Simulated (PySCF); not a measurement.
# Telling isomers of C4H6FNSi apart by NMR

Method: GIAO PBE0/pcSseg-1 shieldings, coordinates at the GFN2-xTB level, in PySCF (non-relativistic, in vacuum, single conformer, averaged over atoms made equivalent by symmetry, fast rotation or ring inversion).

Chemical shifts δ = σref − σ; ¹H (σref 31.72), ¹³C (σref 186.93) against TMS, all at this level. Splittings of carbon signals by F and P are missing where no couplings were computed. Where no couplings were computed, multiplicities follow the n + 1 count of equivalent neighbours, and m marks all less simple cases (inequivalent or close neighbours, rings, F or P nearby). Shifts are as computed. Against solution values, carbons near 30 ppm lie about +3 ppm off and those near 130 ppm about +5 ppm. Of 1309 compounds with measured shifts, 239 miss one by over three times the rms of a fit or turn the order of signals round; such compounds aren't used in these exercises. OH and NH positions are gas-phase values without hydrogen bonding to other molecules.

(1) Tabulate the signals of `C/C(=C\F)[SiH2]C#N`, `C/C(=C/F)[SiH2]C#N`, `C#C[Si@@H](N)C(=C)F`, `N#C/C=C/[C@H](F)[SiH3]`, `C/C([SiH3])=C(\F)C#N` and their relative energies.

(2) What is the quickest way to tell C/C(=C/F)[SiH2]C#N from C#C[Si@@H](N)C(=C)F?

(3) What is the quickest way to tell C/C(=C/F)[SiH2]C#N from C/C([SiH3])=C(\F)C#N?

(4) What is the quickest way to tell C#C[Si@@H](N)C(=C)F from N#C/C=C/[C@H](F)[SiH3]?

Answers

(1) 
```json
{"SMILES": "C/C(=C\\F)[SiH2]C#N", "carbon types": "2×C 1×CH 1×CH3", "δC": "163.5, 122.8, 112.9, 12.9", "δH": "6.82 (m, 1H), 4.60 (s, 2H), 2.13 (s, 3H)", "E rel. (kcal/mol)": "0.0"}
{"SMILES": "C/C(=C/F)[SiH2]C#N", "carbon types": "2×C 1×CH 1×CH3", "δC": "166.3, 123.1, 111.5, 16.9", "δH": "7.24 (m, 1H), 4.89 (s, 2H), 2.01 (s, 3H)", "E rel. (kcal/mol)": "0.9"}
{"SMILES": "C#C[Si@@H](N)C(=C)F", "carbon types": "2×C 1×CH 1×CH2", "δC": "180.3, 114.7, 101.4, 89.4", "δH": "5.76 (m, 1H), 5.45 (m, 1H), 5.43 (m, 1H), 1.90 (d, 1H), 0.63 (br s, 2H)", "E rel. (kcal/mol)": "19.1"}
{"SMILES": "N#C/C=C/[C@H](F)[SiH3]", "carbon types": "1×C 3×CH", "δC": "160.7, 122.3, 101.5, 92.6", "δH": "6.92 (m, 1H), 5.77 (m, 1H), 5.70 (m, 1H), 4.00 (m, 3H)", "E rel. (kcal/mol)": "16.4"}
{"SMILES": "C/C([SiH3])=C(\\F)C#N", "carbon types": "3×C 1×CH3", "δC": "145.0, 137.0, 117.9, 18.0", "δH": "4.33 (s, 3H), 2.17 (s, 3H)", "E rel. (kcal/mol)": "13.3"}
```

Energies are electronic energies at PBE0/pcSseg-1 on these geometries, without zero-point or thermal terms, each for the one conformer computed, which needn't be the lowest.

(2) Both give the same number of carbon signals, but DEPT or the intensities differ. The first has an alkene CH at 166.3 ppm, the second a terminal =CH2 carbon at 114.7 ppm. Their most deshielded carbons lie at 166.3 and 180.3 ppm. In the proton spectra the most deshielded non-exchanging signals are 7.24 (m, 1H) and 5.76 (m, 1H).

(3) Both give the same number of carbon signals, but DEPT or the intensities differ. The first has an alkene CH at 166.3 ppm, the second a fully substituted alkene carbon (C) at 145.0 ppm. In the proton spectra the most deshielded non-exchanging signals are 7.24 (m, 1H) and 4.33 (s, 3H).

(4) Both give the same number of carbon signals, but DEPT or the intensities differ. The first has a terminal =CH2 carbon at 114.7 ppm, the second an alkene CH at 160.7 ppm. Their most deshielded carbons lie at 180.3 and 160.7 ppm. In the proton spectra the most deshielded non-exchanging signals are 5.76 (m, 1H) and 6.92 (m, 1H).
